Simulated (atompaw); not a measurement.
**Building the PAW (atompaw) potential for hydrogen (PBE, scalar-relativistic).**

H (Z = 1), PAW, made with atompaw 4.2.0.5 (PBE, scalar-relativistic). Core none, reference 1s1. Waves: 1s (bound): rc 0.95 bohr; 1s channel at 0.7 Ry: rc 0.95 bohr; 2p channel at -0.15 Ry: rc 0.95 bohr; 2p channel at 0.45 Ry: rc 0.95 bohr. Local part: bessel scheme, radius 0.85 bohr. Core correction: none. Augmentation charge: besselshape compensation charge, radius 0.75 bohr; PAW radius 0.95 bohr; waves and projectors: custom rrkj vanderbiltortho.

All-electron outer shells of the reference configuration (PBE, scalar-relativistic, ld1.x):

| shell | level (eV) | outermost node (bohr) | outermost maximum (bohr) |
| --- | --- | --- | --- |
| 1s | -6.49 | – | 1.03 |

Estimate the cutoffs (Ry, on a coarse ladder) from which the occupation-weighted sum of valence levels, in a spherical-Bessel basis at the reference potential, stays within 10 and 1 mRy of its value at 400 Ry.

21 Ry and 40 Ry.

What does a ghost test show?

No extra level below or beside the all-electron valence levels (s, p, d, f tested).

Is the overlap operator S = 1 + Σ q|β⟩⟨β| positive definite (Bessel basis up to 400 Ry)?

Yes: its lowest eigenvalue is 0.99 (s channel).
